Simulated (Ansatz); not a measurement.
The first iterations of a band of AlFH2O2 + H2 (8 atoms, charge 0, multiplicity 1).

Theory: RKS PBE/6-31G* in Ansatz 0.2.0.

```
movable images  : 5
climbing image  : yes
spring          : 5.0 eV/Å²
optimiser       : quadratic models (default)
start path      : through a guess of the saddle point
force threshold : 0.05 eV/Å
iteration limit : 60
end points      : relaxed
```

First end point:

```xyz
8
Properties=species:S:1:pos:R:3
Al -0.024 -0.463 -0.138
F 0.062 -0.627 1.525
O 1.394 -0.457 -1.102
H 2.246 -0.562 -0.645
O -1.535 -0.367 -0.943
H -2.337 -0.391 -0.393
H 0.052 2.377 0.949
H 0.078 1.775 1.402
```

Last end point:

```xyz
8
Properties=species:S:1:pos:R:3
Al -0.006 0.423 -0.108
F 0.072 0.103 1.913
O 1.495 -0.204 -0.692
H 1.534 -1.025 -1.210
O -1.587 -0.104 -0.567
H -1.730 -0.956 -1.011
H 0.062 1.963 0.422
H 0.096 1.084 1.908
```

| iteration | highest image above the first end (eV) | largest band force component (eV/Å) |
| --- | --- | --- |
| 1 | 2.082 | 12.267 |
| 2 | 1.370 | 1.982 |
| 3 | 1.370 | 2.046 |
| 4 | 1.346 | 1.813 |
| 5 | 1.338 | 1.225 |
| 6 | 1.333 | 0.915 |
| 7 | 1.333 | 1.108 |
| 8 | 1.333 | 1.108 |

Does the band converge within its limit, and where does its top end?

The run converged. It ended after 26 iterations with the highest image 1.333 eV above the first end. The highest image is an end point: on this band no image between the ends rises above it. Inner images lie up to 0.012 eV below the lower end, so the ends aren't the lowest states on this path. Between wells the path still climbs a hump at image 2, 0.05 eV above the well before it. The orbitals stay closed-shell, which can raise the energy where a bond breaks towards radicals; this wasn't checked here.

The run took 2.9 min on 1 thread of AMD EPYC 7R43 64-Core Processor (Zen 3), on a shared host, peak memory 0.14 GiB.
